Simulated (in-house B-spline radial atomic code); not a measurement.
Settings and results of a run for Nd7+ (with a hole in an inner shell). Level of theory: Dirac-Hartree-Fock, average of the jj configuration, Fermi nucleus of rms radius 4.9123 fm; calculated with a radial B-spline atomic code at the basis-set limit.

In the input, a minus or plus after the letter marks the j = l - 1/2 or j = l + 1/2 subshell.

Command:
```bash
python run_scf.py task.json out
```
Settings (nuclear radius in fm, mass in u):
```
Z                60
configuration    1s2 2s2 2p6 3s2 3p6 3d10 4s2 4p6 4d-3 4d+6 4f2 5s2 5p4
hamiltonian      dirac
method           hf
spin_polarised   False
nucleus          fermi
rms_radius       4.9123
atomic_mass      141.90773
speed_of_light   137.035999084
```

Output (hartree, bohr):
```
 radial grid: 67 intervals, B-splines of order 8, outer radius 18.8312 bohr

 iter        energy (Eh)    residual
    1       -9574.488241    1.29e+00
    2       -9601.037331    7.70e-01
    3       -9608.340330    2.14e-01
    4       -9609.015529    7.09e-02
    5       -9609.069488    2.79e-02
    6       -9609.081510    1.75e-03
    7       -9609.081551    5.47e-04
    8       -9609.081554    6.28e-05
    9       -9609.081554    1.62e-06
   10       -9609.081554    6.48e-08

 total energy                     -9609.08155
 kinetic                           10362.9721
 electron-nucleus                 -23263.8644
 electron-electron                  3291.8107

 first-order corrections (not in the total)
   Gaunt                             9.2765
   retardation                      -0.9702
   frequency dependence             -0.1129
   self-energy                       6.4190
   Uehling                          -0.9753
   Wichmann-Kroll                    0.0277
   recoil                            0.0244

 orbital      occ     eigenvalue          <r>       <r^2>       <1/r>     <1/r^2>       r_max    small
 1s1/2      2.000     -1614.7608    0.0236252 0.000759716     66.0441     9770.81      0.0151  4.95e-02
 2s1/2      2.000      -268.9412     0.100376   0.0119528     15.6533      1203.8     0.08556  1.08e-02
 2p1/2      2.000      -253.9924    0.0843092  0.00877065     15.5931     382.396     0.06516  1.08e-02
 2p3/2      4.000      -234.8468    0.0906834   0.0100163     14.0246     268.003     0.07057  1.02e-02
 3s1/2      2.000       -63.5225     0.264751   0.0802204     5.69208     255.329      0.2433  3.39e-03
 3p1/2      2.000       -57.1188     0.254853   0.0754843     5.59382     81.5041      0.2306  3.32e-03
 3p3/2      4.000       -53.2113     0.267017   0.0826729     5.20448     57.9729       0.242  3.13e-03
 3d3/2      4.000       -42.1922     0.239078   0.0673528     5.05393     31.9998      0.1942  2.99e-03
 3d5/2      6.000       -41.3927     0.242496   0.0691168     4.96172     30.5706      0.1973  2.94e-03
 4s1/2      2.000       -16.6771     0.600792    0.406418     2.36577     59.7697      0.5622  1.05e-03
 4p1/2      2.000       -14.0740     0.617067    0.432031     2.25909     18.6299        0.57  9.81e-04
 4p3/2      4.000       -13.2936     0.641966    0.467376     2.13968     13.5005      0.5933  9.27e-04
 4d3/2      3.000        -9.0732     0.681556    0.535671     1.93802     6.80241      0.6074  7.87e-04
 4d5/2      6.000        -8.9265     0.690608    0.549428     1.90299     6.45141       0.615  7.67e-04
 4f5/2      0.857        -4.3001     0.804998    0.778419     1.52293     2.90836      0.6163  5.11e-04
 4f7/2      1.143        -4.3475     0.804709    0.776127     1.51947     2.88634      0.6192  5.09e-04
 5s1/2      2.000        -5.1412      1.33332     1.97778    0.998479     12.5249       1.246  2.75e-04
 5p1/2      1.333        -4.3244      1.42849     2.27712    0.926243     3.84943       1.328  2.45e-04
 5p3/2      2.667        -4.1565      1.47723     2.43349    0.888702     2.85409       1.376  2.32e-04
```

Time taken, with all properties: 1.2 s on 1 thread of Arm Neoverse V2, with other jobs on the host.

For the Dirac Hamiltonian the kinetic term is c α·p + (β - 1)c².
